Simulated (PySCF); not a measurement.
Mayer bond orders and bond lengths

Compound: C3H11ClSi2.
Numbering: `[CH3:1][SiH2:2][CH2:3][SiH2:4][CH2:5][Cl:6]` (hydrogens: H7, H8, H9 on C1; H10, H11 on Si2; H12, H13 on C3; H14, H15 on Si4; H16, H17 on C5)

Structure used (GFN2-xTB), in Å, numbered top down from 1:
```xyz
17
C3H11ClSi2 angstrom
C      2.0186   -0.7516   -0.7542
Si     1.2591   -0.7592    0.9812
C      0.1945    0.8106    1.2337
Si    -1.0620    1.2684   -0.1073
C     -2.3703   -0.1164   -0.2981
Cl    -1.6690   -1.5308   -1.1271
H      1.2559   -0.8882   -1.5147
H      2.5314    0.1836   -0.9624
H      2.7398   -1.5556   -0.8657
H      2.3282   -0.7334    1.9947
H      0.4488   -1.9610    1.1992
H     -0.3270    0.7120    2.1862
H      0.8674    1.6597    1.3538
H     -1.8211    2.4686    0.2796
H     -0.4378    1.4792   -1.4149
H     -3.2166    0.2009   -0.9023
H     -2.7470   -0.4750    0.6569
```

Bond orders from the PBE0/pcSseg-1 density (PySCF). Geometry: GFN2-xTB, one conformer, isolated molecule.

How far do the computed orders between heavy atoms stray from the drawn ones?

The largest departure is 0.154, at Si4–C5 (drawn single, 0.846). Drawn single, order below 0.88: Si4–C5 (0.846).

Set the Mayer orders of the bonds between heavy atoms beside their lengths.

```
  bond  drawn as  length (Å)  Mayer order
C1–Si2    single       1.894        0.957
Si2–C3    single       1.914        0.887
C3–Si4    single       1.894        0.944
Si4–C5    single       1.915        0.846
C5–Cl6    single       1.783        0.950
```

By pair of heavy elements: C–Si: lowest Si4–C5 (0.846, 1.915 Å), highest C1–Si2 (0.957, 1.894 Å).

And the bonds to hydrogen?

C–H: 0.94 to 0.96 (7 bonds); H–Si: 0.94 to 0.96 (4 bonds).

Sum the orders of all bonds at each heavy atom with more than one neighbour and set the sums beside the valence in the SMILES.

C1 3.827 (drawn 4), Si2 3.747 (drawn 4), C3 3.702 (drawn 4), Si4 3.695 (drawn 4), C5 3.677 (drawn 4). Orders between atoms that aren't bonded are not in these sums.

For a closed shell the Mayer order of atoms A and B is Σ (PS)μν (PS)νμ over the basis functions μ on A and ν on B, with P the density and S the overlap matrix.
